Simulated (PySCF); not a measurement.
Stepwise substitution at one centre (Al Br-CH3). Gas-phase values, no solvent. Strings in code marks are SMILES.

The S1 excitation (TDA) from two functionals at the same geometries (B3LYP-D3(BJ)/def2-TZVP), both in PySCF: PBE-D3(BJ)/def2-TZVP and ωB97X-D3(BJ)/def2-TZVP. Excitations are Tamm–Dancoff values on a coarser integration grid. The basis has no diffuse functions, so Rydberg states are missing or too high.

| species | PBE-D3(BJ)/def2-TZVP (eV) |
|---|---|
| 0 of 3 Br replaced by CH3 | 5.04 |
| 1 of 3 Br replaced by CH3 | 5.27 |
| 2 of 3 Br replaced by CH3 (`[CH3][Al]([CH3])[Br]`) | 5.01 |
| 3 of 3 Br replaced by CH3 (`[CH3][Al]([CH3])[CH3]`) | 5.18 |

Q: What does ωB97X-D3(BJ)/def2-TZVP give for each?

A: 
- 0 of 3 Br replaced by CH3: 6.38
- 1 of 3 Br replaced by CH3: 6.42
- 2 of 3 Br replaced by CH3 (`[CH3][Al]([CH3])[Br]`): 5.93
- 3 of 3 Br replaced by CH3 (`[CH3][Al]([CH3])[CH3]`): 5.99
Over these rows, drawn at random from the members with no instability flagged (it was tested for open shells, ions and some series alone), PBE minus ωB97X-D3(BJ): mean -1.05 eV, from -1.34 eV to -0.81 eV.
